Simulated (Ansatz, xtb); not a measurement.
## C4H6N2Si: which of two isomers lies lower

Structure a is `[SiH3]c1cncnc1`, a singlet and structure b is `[SiH3]c1ccncn1`, a singlet. Both are isolated molecules in the gas phase, relaxed with B3LYP-D3(BJ)/def2-SVP.

a (Å):

```xyz
13

C     0.8502    0.2817    0.8091
C     1.9168   -0.1235    1.6299
C     1.3783   -2.3066    1.3417
C     0.0869   -0.7743    0.2819
N     2.1853   -1.4021    1.8995
N     0.3404   -2.0581    0.5406
Si    0.4647    2.0927    0.4582
H     1.7292    2.8792    0.5055
H    -0.4795    2.6380    1.4762
H    -0.1623    2.2065   -0.8885
H     2.5864    0.6176    2.0851
H     1.5910   -3.3600    1.5614
H    -0.7635   -0.5737   -0.3825
```

b (Å):

```yaml
atoms:
  - { symbol: C, position_ang: [0.8146, 0.3718, 0.8605] }
  - { symbol: C, position_ang: [1.4650, -0.5437, 1.6983] }
  - { symbol: C, position_ang: [1.5250, -1.8722, 1.2689] }
  - { symbol: C, position_ang: [0.3923, -1.3247, -0.6172] }
  - { symbol: N, position_ang: [0.9911, -2.2697, 0.1134] }
  - { symbol: N, position_ang: [0.2764, -0.0344, -0.3072] }
  - { symbol: Si, position_ang: [0.6125, 2.2210, 1.2372] }
  - { symbol: H, position_ang: [-0.8362, 2.5584, 1.2939] }
  - { symbol: H, position_ang: [1.2696, 3.0182, 0.1656] }
  - { symbol: H, position_ang: [1.2504, 2.5248, 2.5517] }
  - { symbol: H, position_ang: [1.9079, -0.2364, 2.6481] }
  - { symbol: H, position_ang: [2.0198, -2.6391, 1.8774] }
  - { symbol: H, position_ang: [-0.0488, -1.6445, -1.5692] }
```

**Question.** Estimate which is lower in electronic energy at CCSD(T)/def2-SVP + ΔMP2/def2-TZVPP, and by roughly how much.

**Answer.** The CCSD(T)/def2-SVP + ΔMP2/def2-TZVPP calculation puts structure a lower, by 0.085 eV.

The same difference at several levels:

| level | geometry | E(b) − E(a) (eV) | departure from the last row (eV) | job, with rough time for the two |
| --- | --- | --- | --- | --- |
| GFN2-xTB | GFN2-xTB | +0.058 | −0.028 | optimisation, 0.24 s |
| HF/STO-3G | GFN2-xTB | +0.037 | −0.048 | single point, 1 s |
| r2SCAN-D4/def2-SVP | GFN2-xTB | +0.076 | −0.009 | single point, 5.7 s |
| B3LYP-D3(BJ)/def2-SVP | B3LYP-D3(BJ)/def2-SVP | +0.064 | −0.021 | optimisation, 59 s |
| HF/def2-SVP | B3LYP-D3(BJ)/def2-SVP | +0.103 | +0.018 | part of the CCSD(T) run |
| MP2/def2-SVP | B3LYP-D3(BJ)/def2-SVP | +0.063 | −0.022 | part of the CCSD(T) run |
| CCSD(T)/def2-SVP | B3LYP-D3(BJ)/def2-SVP | +0.074 | −0.011 | single point |
| CCSD(T)/def2-SVP + ΔMP2/def2-TZVPP | B3LYP-D3(BJ)/def2-SVP | +0.085 |  | single point, 85 s |

As drawn, both hold the same kinds of bond in the same numbers.

None of the levels shown reverses the order. The largest departure from CCSD(T)/def2-SVP + ΔMP2/def2-TZVPP is that of HF/STO-3G, 0.048 eV. A small imaginary or near-zero mode remains, so no thermal terms are given. The last row adds to CCSD(T) the change of the MP2 difference between the two basis sets, here +0.011 eV.

The correlated steps freeze 11 core orbitals. Programs: Ansatz 0.2.0, xtb 6.7.1; the last row on 2 threads of Intel(R) Xeon(R) Platinum 8259CL CPU @ 2.50GHz (Skylake/Cascade Lake) on a shared host.
